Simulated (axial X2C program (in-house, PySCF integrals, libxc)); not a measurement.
## Excited states of GeI⁺ by EOM-EE-CCSD

Computed with an in-house all-electron X2C program for linear molecules (integrals from PySCF): two-component X2C with atomic mean-field Coulomb and Gaunt terms, Gaussian nuclei, basis I dyall-acv3z, Ge dyall-acv3z with contracted cores.

R = 2.409 Å (near the PBE0 minimum at charge 1 of the determinant lowest at the starting distance; the state shown can have its own minimum elsewhere).

Vertical excitation energies from the closed-shell determinant state of GeI⁺:

| Ω | excitation (eV) | cm⁻¹ | hole of the leading pair | particle of the leading pair | weight of the pair (for Ω = 0 its time-reversed partner can hold as much again) | singles weight |
| --- | --- | --- | --- | --- | --- | --- |
| 0⁻ | 2.999 | 24191 | 31% Ge pσ, 27% I pσ, 16% I pπ | 75% Ge pπ, 11% I dπ, 7% I pπ | 0.41 | 0.94 |
| 1 | 3.069 | 24753 | 76% I pπ, 12% Ge pπ, 7% Ge dπ | 71% Ge pπ, 14% I dπ, 9% I pπ | 0.41 | 0.93 |
| 0⁺ | 3.113 | 25107 | 36% Ge pσ, 32% I pσ, 20% Ge sσ | 76% Ge pπ, 10% I dπ, 7% I pπ | 0.46 | 0.95 |
| 1 | 3.197 | 25786 | 76% I pπ, 12% Ge pπ, 7% Ge dπ | 71% Ge pπ, 14% I dπ, 8% I pπ | 0.41 | 0.93 |
| 2 | 3.242 | 26152 | 33% Ge pσ, 30% I pσ, 17% Ge sσ | 73% Ge pπ, 11% I dπ, 9% I pπ | 0.79 | 0.94 |
| 0⁻ | 3.327 | 26834 | 76% I pπ, 12% Ge pπ, 7% Ge dπ | 68% Ge pπ, 14% I dπ, 11% I pπ | 0.35 | 0.93 |
| 3 | 3.390 | 27345 | 76% I pπ, 12% Ge pπ, 7% Ge dπ | 69% Ge pπ, 14% I dπ, 11% I pπ | 0.92 | 0.92 |
| 2 | 3.393 | 27367 | 76% I pπ, 12% Ge pπ, 7% Ge dπ | 72% Ge pπ, 13% I dπ, 8% I pπ | 0.74 | 0.91 |

This point took 22 s on 1 thread of Arm Neoverse V1, with other jobs on the host.

Reference electrons by ω block (each with its −ω partner): 1/2: 27, 3/2: 12, 5/2: 3. 10 electrons of GeI⁺ correlated (inner shells frozen), 88 natural virtual spinors (a truncated set); levels can be off by some tenths of an eV. Roots sought by Ω: (0: 5, 1: 4, 2: 3, 3: 1); the list ends where they run out and leaves out roots under 60 % singles weight. The solver can skip a root, and states that need a further excitation, which the method places far too high, are missing though they may lie low or lowest. T1 of the reference 0.026 (Lee–Taylor). Number of frozen shells: I 4 s, 3 p, 2 d; Ge 3 s, 2 p, 1 d. Large amplitudes in the reference (orbital relaxation or multireference character) lower the reliability.
